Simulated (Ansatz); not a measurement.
Molecule: C₃H₈B (charge -1, singlet). It need not be the lowest isomer of its formula. Whether it binds its extra electron was not tested at this geometry. 
Coordinates optimised at B3LYP-D3(BJ)/def2-TZVP (Ansatz, an electronic-structure program):
```
B
C 1 1.4519
H 2 1.0928 1 123.56
H 2 1.0928 3 112.88 1 180.00
C 1 1.6199 2 122.78 3 180.00
H 5 1.0965 1 112.50 2 0.00
H 5 1.1013 6 107.18 1 123.64
H 5 1.1013 6 107.18 7 112.71
C 1 1.6199 2 122.78 3 0.00
H 9 1.0965 1 112.50 2 0.00
H 9 1.1013 10 107.18 1 123.64
H 9 1.1013 10 107.18 11 112.71
```
Charge -1, spin multiplicity 1.

Parts of the frozen-core correlation energy in cc-pVDZ (Ansatz, hartree). Frozen orbitals: 4; correlated occupied orbitals by spin: 12 and 12; virtual: 80 and 80. No spin-orbit coupling. Non-relativistic.

```
term                            value
-------------------------  ----------
reference (HF)             -142.92364
MP2 opposite-spin            -0.41646
MP2 same-spin                       ?
CCSD correlation                    ?
(T)                                 ?
T1 diagnostic                   0.011
largest doubles amplitude       0.063
```

Task: Fill in the missing entries.

Result: 
- MP2 same-spin, value: -0.12129
- CCSD correlation, value: -0.59388
- (T), value: -0.01875
